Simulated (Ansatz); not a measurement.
Molecule: SbH₂, charge -1, multiplicity 1. Whether it binds its extra electron was not tested at this geometry. SMILES: [SbH2-]
Structure (B3LYP-D3(BJ)/def2-TZVP (Ansatz, a quantum-chemistry and plane-wave program) minimum search):
```xyz
3

Sb    -0.0179    -0.0205     0.0371
H     -0.4712     1.3386    -0.9431
H      1.3838    -0.2920    -0.9503
```
Charge -1, spin multiplicity 1.

Give the harmonic wavenumbers at B3LYP-D3(BJ)/def2-TZVP (Ansatz, finite differences of forces, unscaled).

816, 1805, 1806 cm⁻¹. Zero-point energy 6.3 kcal/mol.

From these and the geometry, give the ideal-gas thermochemistry at 298.15 K and 1 atm (rigid rotor, harmonic oscillator).

Point group C2v, rotational symmetry number 2. Rotational constants 171.2, 164.4, 83.87 GHz. S(trans) 40.35, S(rot) 14.20, S(vib) 0.20, S(elec, spin only) 0.00, S 54.8 cal/(mol K). H(298) - H(0) 2.42 kcal/mol; G - E(el) -7.6 kcal/mol.
